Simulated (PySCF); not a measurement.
C3H9ClOSi, SMILES OC([SiH2]Cl)(C)C.

Geometry optimised at PBE-D3(BJ)/def2-SVP. One conformer was computed; it need not be the lowest.

Computed with TDA-PBE/def2-SVPD in PySCF.

Vertical excitations. 

```json
[
 {"state": "S1", "energy (eV)": "5.19", "λ (nm)": "239", "f": "0.002", "main pairs": "HOMO→LUMO 99 %"},
 {"state": "S2", "energy (eV)": "5.85", "λ (nm)": "212", "f": "0.015", "main pairs": "HOMO→LUMO+1 99 %"},
 {"state": "S3", "energy (eV)": "6.55", "λ (nm)": "189", "f": "0.059", "main pairs": "HOMO→LUMO+2 72 %"},
 {"state": "S4", "energy (eV)": "6.63", "λ (nm)": "187", "f": "0.003", "main pairs": "HOMO−1→LUMO 51 %, HOMO→LUMO+3 39 %"},
 {"state": "S5", "energy (eV)": "6.65", "λ (nm)": "186", "f": "0.064", "main pairs": "HOMO→LUMO+3 46 %, HOMO−1→LUMO 18 %, HOMO−2→LUMO 17 %, HOMO→LUMO+2 16 %"},
 {"state": "S6", "energy (eV)": "6.72", "λ (nm)": "185", "f": "0.010", "main pairs": "HOMO−2→LUMO 71 %, HOMO−1→LUMO 24 %"},
 {"state": "T1", "energy (eV)": "4.95", "λ (nm)": "250", "f": "0", "main pairs": "HOMO→LUMO 99 %"},
 {"state": "T2", "energy (eV)": "5.71", "λ (nm)": "217", "f": "0", "main pairs": "HOMO→LUMO+1 99 %"}
]
```
Triplets are in the Tamm–Dancoff approximation.
